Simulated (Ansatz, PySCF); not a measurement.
C₄H₂BrCl, SMILES C(=C\Cl)(/Br)C#C. Atoms are numbered in the order given.

```xyz
8

C      2.6600    -0.6894     0.0003
C      1.4787    -0.4296    -0.0005
C      0.0870    -0.1046    -0.0015
Br    -0.3408     1.7369    -0.0073
C     -0.9124    -0.9981     0.0013
Cl    -0.6350    -2.6901     0.0065
H      3.7098    -0.9270     0.0011
H     -1.9610    -0.6944     0.0003
```
Charge 0, spin multiplicity 1.

The structure is a stationary point at ωB97X-D3(BJ)/def2-SVP. The structure was generated by enumeration; whether it is a known compound was not checked.

Two levels are set side by side: PBE-D3(BJ)/def2-SVP (Ansatz, a quantum-chemistry and plane-wave program) and ωB97X-D3(BJ)/def2-SVP (PySCF). Each level has its own optimised geometry; the coordinates shown are those of the second. Frequencies come from the Hessian of PySCF at each geometry. Differences are taken from unrounded values.

```tsv
quantity	ωB97X-D3(BJ)
mean bond length (Å)	1.393
bond C1–C2 (Å)	1.209
bond C2–C3 (Å)	1.429
bond C3–Br4 (Å)	1.890
bond C3–C5 (Å)	1.341
bond C5–Cl6 (Å)	1.715
bond C1–H7 (Å)	1.076
bond C5–H8 (Å)	1.092
highest harmonic wavenumber (cm⁻¹)	3484
mean harmonic wavenumber (cm⁻¹)	1065
zero-point energy (kcal/mol)	27.41
```

### Question
What does PBE-D3(BJ) give, and how far is it from ωB97X-D3(BJ)? (The exact figures need the calculation; the answer reports its results.)

### Answer

```
quantity                            PBE-D3(BJ)  PBE-D3(BJ) minus ωB97X-D3(BJ)
----------------------------------  ----------  -----------------------------
mean bond length (Å)                     1.403                          0.010
bond C1–C2 (Å)                           1.226                          0.017
bond C2–C3 (Å)                           1.412                         -0.017
bond C3–Br4 (Å)                          1.919                          0.028
bond C3–C5 (Å)                           1.360                          0.019
bond C5–Cl6 (Å)                          1.722                          0.007
bond C1–H7 (Å)                           1.081                          0.005
bond C5–H8 (Å)                           1.099                          0.007
highest harmonic wavenumber (cm⁻¹)        3406                            -78
mean harmonic wavenumber (cm⁻¹)           1007                            -59
zero-point energy (kcal/mol)             25.90                          -1.51
```

GGA bonds tend to be longer and softer than those of functionals with exact exchange. Differences between two approximate levels are no errors against the true value.
